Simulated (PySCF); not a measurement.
Computed shifts of a molecule C₄H₄F₂, PBE/pcSseg-1 in PySCF, GIAO, gas phase, equivalent atoms averaged, in ppm (number of nuclei): ¹⁹F: -141.6 (2). ¹³C: 152.6 (1), 146.0 (1), 129.9 (1), 53.7 (1). ¹H: 7.11 (1), 6.65 (1), 3.39 (2). References: ¹⁹F against CFCl3 (σ = 133.6 ppm); ¹³C against TMS (σ = 182.0 ppm); ¹H against TMS (σ = 31.49 ppm), references at their B3LYP-D3(BJ)/def2-TZVP geometries, non-relativistic. Coordinates come from a B3LYP-D3(BJ)/def2-SVP optimisation. The values are those of a single conformer.

**Question.** Identify the compound among the candidates.
A) C=C/C(F)=C/F
B) C=C=CC(F)F
C) C#CCC(F)F
D) FC1(F)C=CC1

**Answer.** D, FC1(F)C=CC1
